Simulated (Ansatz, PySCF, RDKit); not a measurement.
Complex: HF (SMILES F) (first 2 atoms) with C2H3F (SMILES C=CF); geometry from B3LYP-D3(BJ)/def2-TZVP.
(charge 0, multiplicity 1):
```xyz
8

F     -0.09967    -0.05493    -0.30704
H      0.01984     0.44261     0.47217
C     -0.24956    -1.18999     2.87429
C      0.01430     0.06447     3.16314
F      0.17645     1.00684     2.18535
H     -0.35056    -1.53519     1.85458
H     -0.36892    -1.89695     3.68196
H      0.13382     0.50706     4.14103
```

Interaction energies are E(AB) − E(A) − E(B) at the monomers' geometry in the complex; basis-set methods are counterpoise corrected. Rows marked so take none. RDKit's UFF carries no charges.

Rows in STO-3G carry no dispersion term and start afresh at each structure.

Programs: Ansatz (an electronic-structure program) with Gaussian orbitals; PySCF for STO-3G rows, the dispersion terms; RDKit for the force fields. Each number belongs to the level named beside it.

Q: One of these levels gives 29.87 kcal/mol for the interaction energy. Which one is it?
A) HF/STO-3G (no counterpoise)
B) UFF
C) CAM-B3LYP-D4/def2-TZVPPD
D) PBE-D3(BJ)/def2-TZVPPD

A: B, UFF. The others give -3.50 (HF/STO-3G (no counterpoise)), -4.86 (PBE-D3(BJ)/def2-TZVPPD), -5.59 (CAM-B3LYP-D4/def2-TZVPPD)
